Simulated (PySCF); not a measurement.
C₆H₉AlGeO₂, SMILES [OH][Al]([OH])[c]1cc[c]([GeH3])cc1, GFN2-xTB optimised geometry.

```
19

Ge    -2.29     3.50    -0.01
C     -1.40     1.76     0.00
C     -0.01     1.66     0.00
C      0.61     0.43     0.00
C     -0.14    -0.75     0.00
C     -1.53    -0.64     0.01
C     -2.15     0.59     0.01
Al     0.75    -2.52     0.00
O      2.40    -2.52     0.00
O     -0.23    -3.84     0.00
H     -1.30     4.60     0.22
H     -3.34     3.58     1.05
H     -2.98     3.77    -1.31
H      0.58     2.57    -0.01
H      1.69     0.37    -0.01
H     -2.12    -1.55     0.01
H     -3.23     0.66     0.01
H      3.34    -2.53     0.00
H     -0.79    -4.60     0.00
```

Density from PBE0/def2-SVP run with PySCF 2.14.0 at that geometry.

Minimum of the electron density along straight lines between bonded atoms, close to the bond critical point (lines longer than 1.1 times the sum of covalent radii, or with two minima, are not listed):

| bond | length / Å | ρ at the minimum / e bohr⁻³ | ∇²ρ there / e bohr⁻⁵ | position (fraction from the first atom) |
|---|---|---|---|---|
| Ge1–C2 | 1.951 | 0.129 | 0.05 | 0.47 |
| C2–C3 | 1.389 | 0.308 | -0.78 | 0.50 |
| C3–C4 | 1.383 | 0.313 | -0.81 | 0.50 |
| C4–C5 | 1.391 | 0.307 | -0.77 | 0.51 |
| C5–C6 | 1.392 | 0.307 | -0.77 | 0.49 |
| C2–C7 | 1.390 | 0.308 | -0.77 | 0.50 |
| C6–C7 | 1.382 | 0.313 | -0.81 | 0.50 |
| C5–Al8 | 1.987 | 0.080 | 0.30 | 0.60 |
| Al8–O9 | 1.644 | 0.104 | 1.05 | 0.44 |
| Al8–O10 | 1.644 | 0.104 | 1.05 | 0.44 |
| Ge1–H11 | 1.495 | 0.142 | 0.08 | 0.59 |
| Ge1–H12 | 1.496 | 0.141 | 0.08 | 0.59 |
| Ge1–H13 | 1.497 | 0.141 | 0.08 | 0.59 |
| C3–H14 | 1.084 | 0.282 | -1.06 | 0.63 |
| C4–H15 | 1.082 | 0.283 | -1.07 | 0.63 |
| C6–H16 | 1.082 | 0.283 | -1.07 | 0.63 |
| C7–H17 | 1.084 | 0.281 | -1.06 | 0.63 |
| O9–H18 | 0.945 | 0.363 | -2.58 | 0.82 |
| O10–H19 | 0.945 | 0.363 | -2.58 | 0.82 |
